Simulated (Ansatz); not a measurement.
BBr2HO, SMILES OB(Br)Br.

Coordinates come from a PBE0-D3(BJ)/def2-SVP optimisation. Other conformers were not sampled.

Two levels are set side by side: PBE/def2-SVPD (Ansatz, a program for electronic structure) and PBE0/def2-SVPD (Ansatz). Energy differences of separate SCF runs at the same geometry; the states with an electron removed or added have multiplicity 2 and 2. Differences are taken from unrounded values.

```csv
quantity,PBE0
vertical ionisation energy (eV),10.57
vertical singlet–triplet gap (eV),5.91
```

### Question
What does PBE give, and how far is it from PBE0? (An estimate is asked for; the answer gives what the named calculation found.)

### Answer

```
quantity                             PBE  PBE minus PBE0
---------------------------------  -----  --------------
vertical ionisation energy (eV)    10.19           -0.39
vertical singlet–triplet gap (eV)   5.57           -0.33
```
